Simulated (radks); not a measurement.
Effect of the nuclear size on neutral palladium, [Kr] 4d10. All-electron calculation, Dirac Kohn-Sham, PBE, spin-unpolarised, spherical densities, finite nucleus; Fermi nuclear charge, rms radius 4.5318 fm. Program: a radial shooting solver on a logarithmic mesh with Libxc functionals. The rms radius is varied about that value; shifts are against it.

rms radius (fm),total energy shift (eV),density at nucleus (e/bohr^3),1s1/2 shift (meV),2s1/2 shift (meV),3p1/2 shift (meV),4s1/2 shift (meV),5s1/2 (empty) shift (meV)
3.8838,-0.667,1.355e+05,-281,-31.2,0.322,-1.09,-0.070
4.1511,-0.403,1.343e+05,-170,-18.8,0.194,-0.657,-0.042
4.5318,0,1.328e+05,0.000,0.000,0.000,0.000,0.000
4.6995,0.187,1.322e+05,78.8,8.75,-0.090,0.305,0.020
5.1028,0.661,1.308e+05,279,30.9,-0.319,1.08,0.069

Slopes of the eigenvalues against <r^2> in GHz/fm^2, as finite differences over the two radii next to the reference (eigenvalue slopes, not the field-shift constants of lines): 1s1/2 12400, 2s1/2 1370, 3p1/2 -14.2, 4s1/2 48.0, 5s1/2 (empty) 3.07.
